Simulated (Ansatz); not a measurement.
Born–Oppenheimer molecular dynamics of BH₃OS₂ (7 atoms, charge 0, multiplicity 1). It starts from a relaxed structure.

These are results of UKS PBE0/6-31G in Ansatz 0.2.0, not measurements.

- ensemble: NVE (velocity Verlet)
- time step: 3 fs
- steps asked: 40
- starting velocities drawn for: 1500 K
- seed: 290050

First frame:

```xyz
7
Properties=species:S:1:pos:R:3
O -1.255 0.702 0.394
B -0.062 0.047 0.271
S 0.803 -0.304 1.856
S 0.711 -0.491 -1.333
H -1.799 0.937 -0.370
H 1.909 -0.932 1.342
H -0.246 -0.027 -2.205
```

(1) What does the run give?

(2) What happens to the structure?

(3) How do temperature and energy run in time?

Results:

(1) All steps were run.

```json
{
 "steps done": "40",
 "time covered": "120 fs",
 "mean temperature over the second half": "127974 K",
 "spread of the potential energy over the second half": "23.6 meV per atom",
 "mean potential energy of the second half above the start": "860.0 meV per atom"
}
```

The conserved energy changed by up to 13000 meV per atom, so the integration failed: the time step of 3 fs is too long for the fastest motions that this run met, and the later frames carry no physical meaning.

(2) Parted: O1–H5 0.97 → 137.88 Å, B2–S3 1.84 → 3.54 Å. It ends as BHOS + H + HS. Pairs count as bonded within 1.25 times the sum of covalent radii (0.12 Å more for H–H). The details hang on the random start.

(3) 
| time (fs) | T (K) | potential energy less start (eV) | conserved less start (meV/atom) |
| --- | --- | --- | --- |
| 0 | 1500 | 0.000 | 0.00 |
| 6 | 863 | 1.191 | 111.27 |
| 12 | 28566 | 5.284 | 3253.82 |
| 18 | 129825 | 4.850 | 12540.95 |
| 24 | 129281 | 5.204 | 12541.20 |
| 30 | 129129 | 5.307 | 12541.91 |
| 36 | 129700 | 4.920 | 12539.39 |
| 42 | 129618 | 4.979 | 12540.26 |
| 48 | 129105 | 5.309 | 12540.02 |
| 54 | 128269 | 5.858 | 12541.31 |
| 60 | 127739 | 6.209 | 12542.43 |
| 66 | 127822 | 6.090 | 12533.07 |
| 72 | 127930 | 6.032 | 12534.81 |
| 78 | 127917 | 6.058 | 12537.35 |
| 84 | 128434 | 5.686 | 12531.83 |
| 90 | 128281 | 5.808 | 12535.26 |
| 96 | 127820 | 6.141 | 12540.16 |
| 102 | 127704 | 6.160 | 12532.32 |
| 108 | 127959 | 5.991 | 12531.71 |
| 114 | 128031 | 5.990 | 12538.24 |
| 120 | 128162 | 5.919 | 12540.11 |

The run took 2.4 min on 1 thread of Arm Neoverse V2 (shared host), peak memory 0.15 GiB.
